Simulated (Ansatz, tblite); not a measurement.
Cost and result up the ladder for BMe2(hfac) (C₇H₇BF₆O₂) (23 atoms). Total charge 0; singlet. Geometry: r2SCAN-D4/def2-SVP.

Cartesian coordinates in Å:
```
B 0.461 1.091 -0.633
C 1.989 1.163 -1.055
H 2.556 0.262 -0.766
H 2.483 2.029 -0.584
H 2.091 1.285 -2.146
C -0.527 2.290 -0.960
H -1.558 2.102 -0.615
H -0.569 2.480 -2.046
H -0.181 3.221 -0.480
O 0.401 0.826 0.928
C -0.050 -0.233 1.459
C 0.023 -0.234 2.986
F -0.623 0.824 3.477
F 1.297 -0.175 3.379
F -0.527 -1.343 3.497
C -0.564 -1.325 0.761
C -0.572 -1.219 -0.635
C -1.129 -2.380 -1.464
F -1.043 -2.145 -2.764
F -2.415 -2.583 -1.142
F -0.453 -3.502 -1.179
O -0.153 -0.224 -1.291
H -0.939 -2.210 1.271
```

Ansatz on 2 threads of AMD EPYC 7R13 on a shared host and a share (18 GiB) of an NVIDIA H100 80GB HBM3; xTB runs through tblite on one thread. Times are rough, summed over both states, and most runs start from the orbitals of an earlier one. PBE0-D4/def2-TZVP serves as the yardstick here, not as an exact answer. The other state is a triplet.

The xTB rows come from tblite. Single mean-field runs in def2-TZVP are fitted with def2-universal-jkfit.

xTB has no spin-polarisation term.

```json
{"level": "GFN2-xTB", "functions": "71", "wall time": "0.041 s", "vertical triplet (eV)": "2.12", "difference from PBE0-D4/def2-TZVP (eV)": "-0.23"}
{"level": "GFN1-xTB", "functions": "78", "wall time": "0.048 s", "vertical triplet (eV)": "2.46", "difference from PBE0-D4/def2-TZVP (eV)": "0.11"}
{"level": "PBE0-D4/def2-TZVP (with forces)", "functions": "538", "wall time": "8.4 s", "vertical triplet (eV)": "2.35", "difference from PBE0-D4/def2-TZVP (eV)": "0.00"}
{"level": "PBE-D4/def2-TZVP", "functions": "538", "wall time": "8.7 s", "vertical triplet (eV)": "2.28", "difference from PBE0-D4/def2-TZVP (eV)": "-0.07"}
{"level": "r2SCAN-D4/def2-TZVP", "functions": "538", "wall time": "11 s", "vertical triplet (eV)": "2.25", "difference from PBE0-D4/def2-TZVP (eV)": "-0.10"}
```
